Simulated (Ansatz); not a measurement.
Relaxation of B(NH3)F3 (BNF₃H₃) with RKS r2SCAN-D4/def2-SVP.

```sh
$ ansatz run in.yaml --threads 4 --pin off --events-out ev --progress --plain --max-ram 3916MiB
```

```yaml
crystal:
  periodic: [false, false, false]
  atoms:
    - {symbol: B, position_ang: [-0.002220, 0.003020, -0.855470]}
    - {symbol: N, position_ang: [0.002440, -0.003100, 0.862280]}
    - {symbol: H, position_ang: [-0.960610, 0.044160, 1.182460]}
    - {symbol: H, position_ang: [0.526610, 0.806750, 1.181680]}
    - {symbol: H, position_ang: [0.443490, -0.863570, 1.174880]}
    - {symbol: F, position_ang: [1.306320, -0.020170, -1.185500]}
    - {symbol: F, position_ang: [-0.636350, 1.150530, -1.176680]}
    - {symbol: F, position_ang: [-0.679690, -1.117610, -1.183640]}
basis:
  gaussian: {orbitals: def2-SVP}
hamiltonian: {xc: r2scan, dispersion: d4}
scf: {omitted_lower_state_checks: [starts]}
output: {orbitals: {seedname: orbitals}}
relax: {f_tol: 0.02, max_steps: 100}
```

Hardware: 4 threads of Arm Neoverse V1 on a shared host. Wall time 9 s.

Positions (Å) and forces (eV/Å) at steps 1, 2, 3, 4, 6 of 6:

```xyz
8
step=1 energy=-10358.9984 eV
B    -0.002    0.003   -0.855   -0.006    0.000    0.280
N     0.002   -0.003    0.862    0.003    0.006   -0.818
H    -0.961    0.044    1.182   -0.129    0.001    0.225
H     0.527    0.807    1.182    0.069    0.099    0.222
H     0.443   -0.864    1.175    0.057   -0.105    0.224
F     1.306   -0.020   -1.185    0.806   -0.021   -0.048
F    -0.636    1.151   -1.177   -0.389    0.703   -0.039
F    -0.680   -1.118   -1.184   -0.410   -0.683   -0.045
8
step=2 energy=-10359.0275 eV
B    -0.002    0.003   -0.866   -0.004   -0.001    0.387
N     0.002   -0.003    0.847   -0.001    0.004   -0.428
H    -0.958    0.043    1.185   -0.032   -0.002    0.115
H     0.525    0.805    1.184    0.018    0.025    0.114
H     0.443   -0.861    1.178    0.016   -0.026    0.116
F     1.320   -0.021   -1.180    0.304   -0.009   -0.103
F    -0.643    1.163   -1.170   -0.146    0.266   -0.099
F    -0.687   -1.129   -1.178   -0.155   -0.257   -0.102
8
step=3 energy=-10359.0303 eV
B    -0.002    0.003   -0.852    0.006    0.000   -0.397
N     0.002   -0.003    0.838   -0.002   -0.001   -0.104
H    -0.952    0.036    1.202   -0.015    0.001   -0.030
H     0.516    0.803    1.201    0.007    0.015   -0.030
H     0.446   -0.852    1.195    0.008   -0.014   -0.030
F     1.328   -0.027   -1.198   -0.186    0.003    0.199
F    -0.642    1.172   -1.189    0.087   -0.159    0.196
F    -0.695   -1.133   -1.196    0.094    0.155    0.197
8
step=4 energy=-10359.0365 eV
B    -0.002    0.003   -0.861    0.000    0.000    0.041
N     0.002   -0.003    0.834    0.000    0.000   -0.025
H    -0.954    0.036    1.195    0.010   -0.001   -0.015
H     0.516    0.804    1.194   -0.006   -0.008   -0.015
H     0.447   -0.853    1.188   -0.004    0.009   -0.015
F     1.327   -0.027   -1.187   -0.007    0.000    0.010
F    -0.641    1.171   -1.177    0.004   -0.006    0.010
F    -0.695   -1.132   -1.185    0.003    0.006    0.010
8
step=6 energy=-10359.0368 eV
B    -0.002    0.003   -0.856    0.000    0.000    0.001
N     0.002   -0.003    0.831    0.000    0.000    0.007
H    -0.954    0.034    1.190   -0.001   -0.001   -0.002
H     0.515    0.805    1.189    0.000    0.001   -0.002
H     0.448   -0.852    1.183    0.001   -0.001   -0.002
F     1.327   -0.028   -1.183    0.004   -0.001    0.000
F    -0.641    1.172   -1.173   -0.002    0.004    0.000
F    -0.696   -1.132   -1.181   -0.003   -0.003    0.000
```
